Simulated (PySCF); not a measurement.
PySCF input file for CH₉NOSi₃, SMILES [SiH3][C@H]1N[SiH2]O[SiH2]1, TDA-PBE/def2-SVPD. The structure is a stationary point at PBE0-D3(BJ)/def2-SVP. The structure was generated by enumeration; whether it is a known compound was not checked. Other conformers were not sampled.

```python
import numpy as np
from pyscf import gto, scf, dft, tdscf

mol = gto.M(
    atom='''
    Si    2.33367664    0.74223338   -0.17368458
    C     0.60675017    0.48975690    0.55437751
    N    -0.40667510    1.14242546   -0.27855170
    Si   -1.93121427    0.33487836   -0.49070176
    O    -1.48865913   -1.20322254   -0.00135414
    Si    0.08181063   -1.34750966    0.56460903
    H     2.61524791    2.20770396   -0.29980428
    H     2.41508688    0.12419875   -1.53079322
    H     3.37133174    0.12867054    0.71413858
    H     0.60827726    0.84849102    1.60580033
    H    -0.24276739    2.11877854   -0.49695592
    H    -3.04945475    0.81191266    0.38007177
    H    -2.39138443    0.37217320   -1.90845067
    H     0.11705667   -1.94468714    1.92963386
    H     0.89228165   -2.19140981   -0.36232831
    ''',
    basis='def2-SVPD',
    charge=0,
    spin=0,
    max_memory=1600,
    verbose=4,
)
mf = dft.RKS(mol, xc='pbe').density_fit(auxbasis='def2-universal-jkfit')
mf.grids.level = 3
mf.conv_tol = 1e-9
mf.max_cycle = 100
mf.kernel()
mf.grids = dft.Grids(mol).set(level=1).build(with_non0tab=True)  # coarser grid for the response kernel
td = tdscf.TDA(mf)
td.singlet = True
td.nstates = 6
td.conv_tol = 1e-4
td.positive_eig_threshold = 1e-6
td.kernel(x0=td.get_init_guess(mf, 11))
td.analyze()
tt = tdscf.TDA(mf)
tt.singlet = False
tt.nstates = 2
tt.conv_tol = 1e-4
tt.positive_eig_threshold = 1e-6
tt.kernel(x0=tt.get_init_guess(mf, 7))
tt.analyze(verbose=3)
```

Output:

```
PySCF version 2.14.0

[INPUT] verbose = 4
[INPUT] num. atoms = 15
[INPUT] num. electrons = 72
[INPUT] charge = 0
[INPUT] spin (= nelec alpha-beta = 2S) = 0
[INPUT] symmetry False subgroup None
[INPUT] Mole.unit = angstrom
[INPUT] Symbol           X                Y                Z      unit          X                Y                Z       unit  Magmom
[INPUT]  1 Si     2.333676640000   0.742233380000  -0.173684580000 AA    4.410009712895   1.402617808710  -0.328216288260 Bohr   0.0
[INPUT]  2 C      0.606750170000   0.489756900000   0.554377510000 AA    1.146591647333   0.925506408616   1.047621663518 Bohr   0.0
[INPUT]  3 N     -0.406675100000   1.142425460000  -0.278551700000 AA   -0.768504560680   2.158871237130  -0.526386424532 Bohr   0.0
[INPUT]  4 Si    -1.931214270000   0.334878360000  -0.490701760000 AA   -3.649466058152   0.632828385444  -0.927291935242 Bohr   0.0
[INPUT]  5 O     -1.488659130000  -1.203222540000  -0.001354140000 AA   -2.813158048533  -2.273761067504  -0.002558953734 Bohr   0.0
[INPUT]  6 Si     0.081810630000  -1.347509660000   0.564609030000 AA    0.154599684778  -2.546424207606   1.066956434156 Bohr   0.0
[INPUT]  7 H      2.615247910000   2.207703960000  -0.299804280000 AA    4.942102297741   4.171955848518  -0.566547980172 Bohr   0.0
[INPUT]  8 H      2.415086880000   0.124198750000  -1.530793220000 AA    4.563852770230   0.234701622513  -2.892779939141 Bohr   0.0
[INPUT]  9 H      3.371331740000   0.128670540000   0.714138580000 AA    6.370893663653   0.243152080900   1.349526331186 Bohr   0.0
[INPUT] 10 H      0.608277260000   0.848491020000   1.605800330000 AA    1.149477429201   1.603415646953   3.034522834436 Bohr   0.0
[INPUT] 11 H     -0.242767390000   2.118778540000  -0.496955920000 AA   -0.458763879075   4.003911159206  -0.939110584781 Bohr   0.0
[INPUT] 12 H     -3.049454750000   0.811912660000   0.380071770000 AA   -5.762634306754   1.534292564467   0.718231552979 Bohr   0.0
[INPUT] 13 H     -2.391384430000   0.372173200000  -1.908450670000 AA   -4.519061631249   0.703305418903  -3.606449088543 Bohr   0.0
[INPUT] 14 H      0.117056670000  -1.944687140000   1.929633860000 AA    0.221205047354  -3.674926092564   3.646479516087 Bohr   0.0
[INPUT] 15 H      0.892281650000  -2.191409810000  -0.362328310000 AA    1.686167944475  -4.141164367585  -0.684701273077 Bohr   0.0

nuclear repulsion = 462.105561473205
number of shells = 91
number of NR pGTOs = 309
number of NR cGTOs = 207
basis = def2-SVPD
ecp = {}


[settings echo left out]
init E= -1041.28920089557
  HOMO = -0.277030631525486  LUMO = -0.0728728222348933  gap/eV = 5.55542
cycle= 1 E= -1040.83813180615  delta_E= 0.451  |g|= 0.904  |ddm|= 5.13
  HOMO = -0.095160599075538  LUMO = -0.00900913176067331  gap/eV = 2.34430
cycle= 2 E= -1039.93086858152  delta_E= 0.907  |g|= 2.21  |ddm|= 2.91
  HOMO = -0.197129525457524  LUMO = -0.0381845934563212  gap/eV = 4.32511
cycle= 3 E= -1040.99538390569  delta_E= -1.06  |g|= 0.215  |ddm|= 2.23
  HOMO = -0.220552689382851  LUMO = -0.0341568691299665  gap/eV = 5.07209
cycle= 4 E= -1041.00018879329  delta_E= -0.0048  |g|= 0.175  |ddm|= 0.568
  HOMO = -0.201885007053463  LUMO = -0.0332756107221033  gap/eV = 4.58810
cycle= 5 E= -1041.00700555978  delta_E= -0.00682  |g|= 0.0414  |ddm|= 0.249
  HOMO = -0.206972493489287  LUMO = -0.0346346570579228  gap/eV = 4.68955
cycle= 6 E= -1041.00749084058  delta_E= -0.000485  |g|= 0.0102  |ddm|= 0.0908
  HOMO = -0.206425299694057  LUMO = -0.0343920978085097  gap/eV = 4.68126
cycle= 7 E= -1041.00751443653  delta_E= -2.36e-05  |g|= 0.00329  |ddm|= 0.0176
  HOMO = -0.2063320290555  LUMO = -0.0342741355607985  gap/eV = 4.68193
cycle= 8 E= -1041.00751704648  delta_E= -2.61e-06  |g|= 0.000873  |ddm|= 0.00595
  HOMO = -0.206309775060159  LUMO = -0.0343110081480611  gap/eV = 4.68032
cycle= 9 E= -1041.00751723674  delta_E= -1.9e-07  |g|= 0.00017  |ddm|= 0.00168
  HOMO = -0.206327038331549  LUMO = -0.0343165236691028  gap/eV = 4.68064
cycle= 10 E= -1041.00751724513  delta_E= -8.39e-09  |g|= 4.21e-05  |ddm|= 0.000458
  HOMO = -0.206326846933949  LUMO = -0.0343188684797866  gap/eV = 4.68058
cycle= 11 E= -1041.00751724583  delta_E= -6.99e-10  |g|= 1.54e-05  |ddm|= 0.000136
  HOMO = -0.206325714321648  LUMO = -0.0343163830212698  gap/eV = 4.68061
Extra cycle  E= -1041.00751724573  delta_E= 1.03e-10  |g|= 2.72e-05  |ddm|= 6.97e-05
converged SCF energy = -1041.00751724573
tot grids = 56968
Overwritten attributes  positive_eig_threshold  of <class 'pyscf.tdscf.rks.TDA'>


******** <class 'pyscf.tdscf.rks.TDA'> for <class 'pyscf.df.df_jk.DFRKS'> ********
nstates = 6 singlet
deg_eia_thresh = 1.000e-03
wfnsym = None
conv_tol = 0.0001
eigh lindep = 1e-12
eigh level_shift = 0
eigh max_cycle = 100


Excitation energies (eV)
[4.72630983 5.04852415 5.18562611 5.8865787  6.00642364 6.0560749 ]

** Singlet excitation energies and oscillator strengths **
Excited State   1:      4.72631 eV    262.33 nm  f=0.0059
      36 -> 37        0.70354
Excited State   2:      5.04852 eV    245.59 nm  f=0.0051
      36 -> 38       -0.61645
      36 -> 39        0.34169
Excited State   3:      5.18563 eV    239.09 nm  f=0.0315
      36 -> 38        0.33621
      36 -> 39        0.61590
Excited State   4:      5.88658 eV    210.62 nm  f=0.0156
      36 -> 40        0.69560
Excited State   5:      6.00642 eV    206.42 nm  f=0.0084
      36 -> 41        0.68866
      36 -> 42        0.12958
Excited State   6:      6.05607 eV    204.73 nm  f=0.0120
      36 -> 41        0.12168
      36 -> 42       -0.68979

** Transition electric dipole moments (AU) **
state          X           Y           Z        Dip. S.      Osc.
  1        -0.1341     -0.1800      0.0190      0.0507      0.0059
  2         0.1352     -0.1096      0.1031      0.0409      0.0051
  3        -0.4539      0.1155      0.1699      0.2482      0.0315
  4        -0.3257      0.0225      0.0377      0.1080      0.0156
  5         0.1813     -0.0464     -0.1478      0.0568      0.0084
  6         0.2441      0.0463     -0.1393      0.0811      0.0120

** Transition velocity dipole moments (imaginary part, AU) **
state          X           Y           Z        Dip. S.      Osc.
  1        -0.0181     -0.0002     -0.0014      0.0003      0.0013
  2         0.0145     -0.0063     -0.0001      0.0002      0.0009
  3        -0.0511      0.0107      0.0479      0.0050      0.0176
  4        -0.0623     -0.0148      0.0081      0.0042      0.0128
  5         0.0391     -0.0136     -0.0352      0.0030      0.0089
  6         0.0443      0.0170     -0.0244      0.0028      0.0085

** Transition magnetic dipole moments (imaginary part, AU) **
state          X           Y           Z
  1        -0.0820     -0.0681     -0.0955
  2         0.2941      0.1500      0.2693
  3        -0.2724      0.1174     -0.2554
  4        -0.1242      0.3166      0.2049
  5        -0.0672     -0.1208      0.3417
  6         0.1836      0.2741      0.0339


******** <class 'pyscf.tdscf.rks.TDA'> for <class 'pyscf.df.df_jk.DFRKS'> ********
nstates = 2 triplet
deg_eia_thresh = 1.000e-03
wfnsym = None
conv_tol = 0.0001
eigh lindep = 1e-12
eigh level_shift = 0
eigh max_cycle = 100


Excitation energies (eV)
[4.61208921 4.81807899]

** Triplet excitation energies and oscillator strengths **
Excited State   1:      4.61209 eV    268.82 nm  f=0.0000
Excited State   2:      4.81808 eV    257.33 nm  f=0.0000
```

The run converged.
